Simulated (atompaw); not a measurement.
**Ru (Z = 44): from the effect back to the setting (PAW (atompaw))**

Base potential:

```json
{
  "Element": "ruthenium",
  "Generator": "atompaw 4.2.0.5",
  "Type": "PAW",
  "Functional": "PBE",
  "Relativity": "scalar-relativistic",
  "Frozen core": "[Ar] 3d10 4s2",
  "Valence charge": "14",
  "Reference configuration": "4p6 4d7 5s1 5p0",
  "Partial waves": "5s (bound): rc 2.85 bohr; 5s channel at 1.8 Ry: rc 2.85 bohr; 4p (bound): rc 1.40 bohr; 5p (bound, empty): rc 1.85 bohr; 4d (bound): rc 1.75 bohr; 4d channel at 0.05 Ry: rc 1.75 bohr",
  "Local potential": "bessel scheme, radius 2.80 bohr",
  "Core correction": "smooth core density matched at 1.50 bohr",
  "Augmentation charge": "sinc compensation charge, radius 2.75 bohr; PAW radius 2.85 bohr; waves and projectors: custom rrkj vanderbiltortho"
}
```

Cutoffs, loose and tight: the cutoffs (Ry, on a coarse ladder) from which the occupation-weighted sum of valence levels, in a spherical-Bessel basis at the reference potential, stays within 10 and 1 mRy of its value at 400 Ry. They see the waves, projectors and local potential, not the compensation charge or the core.

Only the scale of all radii (base = 1) is moved (1 further runs of the sweep failed or gave no value and are left out):

| scale of all radii (base = 1) | cutoff, loose | cutoff, tight | bound ghosts |
| --- | --- | --- | --- |
| 0.83 | 60 Ry | 120 Ry | none |
| 0.93 | 45 Ry | 90 Ry | none |
| 1 | 45 Ry | 80 Ry | none |
| 1.09 | 35 Ry | 70 Ry | none |
| 1.26 | 30 Ry | 45 Ry | none |

Q: One more run gave cutoff, loose: 30 Ry; cutoff, tight: 55 Ry; bound ghosts: none. Which value of the scale of all radii (base = 1) was used?

A: 1.2. The tight cutoff moves one way along this sweep, from 120 Ry at 0.83 to 45 Ry at 1.26, which places the run between 1.09 and 1.26.
